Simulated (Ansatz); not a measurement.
Program: Ansatz. Geometries: PBE0-D4/def2-TZVP. ΔE: electronic, gas phase. CCSD(T)/CBS adds triple-zeta CCSD(T) − MP2 to the extrapolated MP2 energy (def2 sets, frozen cores). DFT in def2-TZVPP. For Ge outer-core shells are correlated without core-valence functions, which leaves a few kJ/mol of doubt a bond. Scalar relativity is left out up to krypton.

Consider the isomerisation: `C[B](F)[GeH3]` → `B[CH](F)[GeH3]`.

**Question.** Is it downhill or uphill in electronic energy at CCSD(T)/CBS, and by how much? (Best estimate.)

**Answer.** Computed: Uphill: ΔE = +249.5 kJ/mol.

**Question.** What do these levels give: PBE-D4, r2SCAN-D4, PBE0-D4, ωB97X-V, ωB97M-V, B2PLYP, r2SCAN, PBE0, HF/def2-TZVPP, CCSD(T)/def2-TZVPP, HF/CBS(def2), CCSD/CBS(def2)? (An estimate is asked.)

**Answer.** Ansatz gave: PBE-D4 239.1, r2SCAN-D4 246.1, PBE0-D4 245.5, ωB97X-V 244.5, ωB97M-V 244.2, B2PLYP 248.7, r2SCAN 246.4, PBE0 246.7, HF/def2-TZVPP 256.7, CCSD(T)/def2-TZVPP 248.2, HF/CBS(def2) 256.5, CCSD/CBS(def2) 252.3 kJ/mol.

Largest T1 diagnostic among the species: 0.013.

In def2-TZVPP, CCSD(T) changes the Hartree–Fock value by −8.5 kJ/mol (the triples alone add −2.7 kJ/mol) and MP2 by −5.5 kJ/mol. From PBE to PBE0 (25 % exact exchange), in def2-TZVPP and without D4, ΔE moves by +6.0 kJ/mol.
